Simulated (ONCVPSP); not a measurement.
# What the settings do to the ONCV potential of tungsten (W)

Base potential:

ONCVPSP 4.0.1 input, shortened (lines: element, Z, core and valence counts, functional; n l f; lmax; l rc ep ncon nbas qcut; lloc lpopt rc5 dvloc0; l nproj debl; icmod fcfact rcfact), LDA (Perdew-Wang 92), scalar-relativistic:

```
  W 74.00   10    4  -001012      upf
    1    0    2.00
    2    0    2.00
    2    1    6.00
    3    0    2.00
    3    1    6.00
    3    2   10.00
    4    0    2.00
    4    1    6.00
    4    2   10.00
    4    3   14.00
    5    0    2.00
    5    1    6.00
    5    2    4.00
    6    0    2.00
    2
    0    1.90    0.00    4    7    6.60
    1    1.25    0.00    4    8    6.70
    2    1.75    0.00    5    8    6.00
    4    5    0.90    0.00
    0    2    2.40
    1    3    2.20
    2    2    1.40
    2    0.65    0.60
```

Cutoffs, loose and tight: the cutoffs (Ha) at which the residual kinetic energy of the hardest occupied pseudo-wave falls to 1 and 0.1 mHa per electron. They do not see the model core or the augmentation charge, which bear on the density cutoff. Test errors are all-electron minus pseudo excitation energies from the reference, over the configurations 5s2 5p6 5d4 6s1; 5s2 5p6 5d4 6s0; 5s2 5p6 5d3 6s0; 5s2 5p6 5d3 6s2. A dash means not determined; rows that change the core or the reference have their own tests.

A true bound ghost makes a file unfit for plane-wave use even where its test errors are small: the radial tests pick states by their node count and pass the ghost by.

```
    change    outcome  cutoff, loose  cutoff, tight  bound ghosts  GHOST(+) flags above zero  largest test error (meV)
      base  generated          71 Ha         127 Ha             s                          p                       -20
s: rc 1.28  generated          71 Ha         127 Ha             s                          p                       -12
s: rc 1.48  generated          71 Ha         127 Ha             s                          p                       -14
 s: rc 1.8  generated          71 Ha         127 Ha             s                          p                       -19
s: rc 2.14  generated          71 Ha         127 Ha             s                          p                       -23
 s: rc 2.3  generated          71 Ha         127 Ha             s                          p                       -25
s: rc 2.56  generated          71 Ha         127 Ha             s                          p                       -29
 s: rc 2.7  generated          71 Ha         127 Ha             s                          p                       -30
```

Reading the sweep of the s radius (base included, trends over the rows without a ghost): Bound ghosts are found at 1.28, 1.48, 1.8, 1.9, 2.14, 2.3, 2.56, 2.7 bohr. Every judged row has one, so this setting neither creates nor removes them.
